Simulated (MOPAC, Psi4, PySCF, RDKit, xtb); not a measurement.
Two geometries of H₈N₂Si₂, SMILES N[SiH2][SiH2]N, relaxed at B3LYP-D3(BJ)/def2-SVP with one dihedral held; other torsions can differ between them too.

Structure A

```
12

N     -1.6334     0.5189     0.8200
Si    -1.1848    -0.5451    -0.4845
Si     1.1592    -0.4792    -0.5053
N      1.6217    -1.0583     1.0826
H     -1.0555     0.4787     1.6561
H     -2.6100     0.6517     1.0682
H     -1.6220    -1.9804    -0.3443
H     -1.8009    -0.0546    -1.7544
H      1.7227    -1.2409    -1.6732
H      1.6673     0.9200    -0.6219
H      2.5839    -0.9336     1.3884
H      1.2938    -1.9795     1.3626
```

Structure B

```
12

N     -1.6981     0.5365     0.8327
Si    -1.1558    -0.5179    -0.4447
Si     1.1956    -0.4803    -0.4941
N      1.7323    -1.7551     0.5726
H     -1.2333     0.4766     1.7346
H     -2.6955     0.6842     0.9648
H     -1.5735    -1.9630    -0.3412
H     -1.7454    -0.0165    -1.7230
H      1.6682    -0.5819    -1.9192
H      1.7268     0.8133     0.0316
H      2.7250    -1.8588     0.7677
H      1.3017    -2.6704     0.4733
```

Which is lower in energy at the level DF-MP2 (frozen core)/cc-pVTZ // B3LYP-D3(BJ)/def2-SVP (Psi4 1.11), and by how much?

A is lower, by 0.61 kcal/mol (dihedral N1–Si2–Si3–N4: 60° in A, 90° in B).

E(B) − E(A) in kcal/mol at the other levels, on the same two geometries: MMFF94 // B3LYP-D3(BJ)/def2-SVP (RDKit) 0.60; PBE/def2-TZVP // B3LYP-D3(BJ)/def2-SVP (Psi4) 0.41; PBE-D3(BJ)/def2-TZVP // B3LYP-D3(BJ)/def2-SVP (Psi4) 0.53; HF/cc-pVTZ // B3LYP-D3(BJ)/def2-SVP (Psi4) 0.17; UFF // B3LYP-D3(BJ)/def2-SVP (RDKit) 0.33; AM1, restricted, heats of formation // B3LYP-D3(BJ)/def2-SVP (MOPAC) -1.54; PM7, restricted, heats of formation // B3LYP-D3(BJ)/def2-SVP (MOPAC) 0.41; GFN1-xTB // B3LYP-D3(BJ)/def2-SVP (xtb) -0.25; restricted B3LYP/6-31G*, spherical d // B3LYP-D3(BJ)/def2-SVP (PySCF) 0.47; restricted M06-2X/6-31G*, spherical d // B3LYP-D3(BJ)/def2-SVP (PySCF) 0.76; restricted Hartree-Fock/3-21G // B3LYP-D3(BJ)/def2-SVP (PySCF) 0.38; restricted LDA (SVWN5)/6-31G*, spherical d // B3LYP-D3(BJ)/def2-SVP (PySCF) 0.86.
